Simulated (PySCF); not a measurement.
# Core-level binding energies of `[BH3-][P@H+](CC)CC(F)(F)F`

Species: C4H11BF3P.
Z-matrix (Å and degrees, PBE0-D3(BJ)/def2-SVP geometry), rows numbered from 1:
```
B 
P   1  1.9070
C   2  1.8271  1  113.76
C   3  1.5186  2  118.02  1   179.96
C   2  1.8466  1  111.40  3  -121.55
C   5  1.5066  2  116.79  1  -137.54
F   6  1.3353  5  111.54  2    57.42
F   6  1.3387  5  112.10  2   -62.73
F   6  1.3334  5  110.77  2   177.34
H   1  1.2270  2  101.83  3    61.86
H   1  1.2217  2  105.54  3  -179.29
H   1  1.2216  2  105.72  3   -57.12
H   2  1.4183  1  117.37  3   120.96
H   3  1.1032  2  104.97  1   -54.36
H   3  1.1032  2  103.87  1    56.01
H   4  1.1002  3  110.15  2  -177.96
H   4  1.1002  3  111.59  2   -58.37
H   4  1.0993  3  112.19  2    62.11
H   5  1.0999  2  106.22  1   -17.38
H   5  1.0999  2  109.43  1    98.33
```

Level of theory: delta-SCF UKS SCAN, pcX-2 on the ionised atom, pcseg-1 elsewhere, spin-free X2C in PySCF 2.14.0. Each binding energy is the total energy of the core-ionised species, with the hole localised on one atom, minus that of the ground state; both are solved self-consistently, so orbital relaxation is included.

Problem. Give the core binding energies atom by atom.

Solution. 
| atom(s) | environment | level | binding energy (eV) | 2p1/2 (eV) | above the level's lowest (eV) | count |
| --- | --- | --- | --- | --- | --- | --- |
| P2 | phosphorus bonded to B, 2 C and H | P 1s | 2151.36 | – | 0.00 | 1 |
| F7/F8/F9 | fluorine of a CF3 group | F 1s | 694.29 | – | 0.00 | 3 |
| C6 | CF3 carbon | C 1s | 298.68 | – | +7.36 | 1 |
| C5 | sp3 carbon bound to phosphorus | C 1s | 291.99 | – | +0.67 | 1 |
| C3 | sp3 carbon bound to phosphorus | C 1s | 291.40 | – | +0.08 | 1 |
| C4 | methyl carbon | C 1s | 291.32 | – | 0.00 | 1 |
| B1 | four-coordinate boron | B 1s | 193.41 | – | 0.00 | 1 |
| P2 | phosphorus bonded to B, 2 C and H | P 2p3/2 | 137.71 | 138.60 | 0.00 | 1 |

Lowest listed C 1s: C4, bonded to C and 3 H. Highest, 7.36 eV above it: C6, bonded to 3 F and C.

Problem. Which effective nuclear charge Zeff reproduces each element's mean 1s value in the hydrogen-like formula E = 13.606 eV × Zeff²?

Solution. B (Z = 5): mean 193.4 eV, Zeff = 3.77, Z − Zeff = 1.23; C (Z = 6): mean 293.3 eV, Zeff = 4.64, Z − Zeff = 1.36; F (Z = 9): mean 694.3 eV, Zeff = 7.14, Z − Zeff = 1.86; P (Z = 15): mean 2151.4 eV, Zeff = 12.57, Z − Zeff = 2.43. Means run over the listed sites, weighted by atom count.

One atom of each set of topologically equivalent atoms was ionised and stands for the set; in this conformer not all members are related by symmetry, and their own values weren't computed. 2p3/2 and 2p1/2 are the ΔSCF energy of one spin-free 2p hole plus the eigenvalues of a spin–orbit and ligand-field matrix of the shell. 2p1/2 minus 2p3/2 (ligand field included): P 0.89 eV. One conformer (not necessarily the lowest) at the PBE0-D3(BJ)/def2-SVP geometry, without solvent, vibrations or thermal averaging.
